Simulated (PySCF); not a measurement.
A calculated (UHF, PySCF 2.14, 6-31G*, the non-relativistic Hamiltonian (point nucleus)) atom or ion has these occupied shells.

```json
{"shell": "1s α", "electrons": "1", "orbital energy (eV)": "-563.60", "rms radius, mean of both spins (bohr)": "0.230"}
{"shell": "1s β", "electrons": "1", "orbital energy (eV)": "-561.45", "rms radius, mean of both spins (bohr)": "0.230"}
{"shell": "2s α", "electrons": "1", "orbital energy (eV)": "-38.327", "rms radius, mean of both spins (bohr)": "1.27"}
{"shell": "2s β", "electrons": "1", "orbital energy (eV)": "-29.153", "rms radius, mean of both spins (bohr)": "1.27"}
{"shell": "2p α", "electrons": "3", "orbital energy (eV)": "-18.198", "rms radius, mean of both spins (bohr)": "1.38"}
{"shell": "2p β", "electrons": "1", "orbital energy (eV)": "-14.040", "rms radius, mean of both spins (bohr)": "1.38"}
```

**Question.** Name the element and its charge.

**Answer.** O (oxygen, neutral), in [He] 2s2 2p4, high-spin 3P determinant.
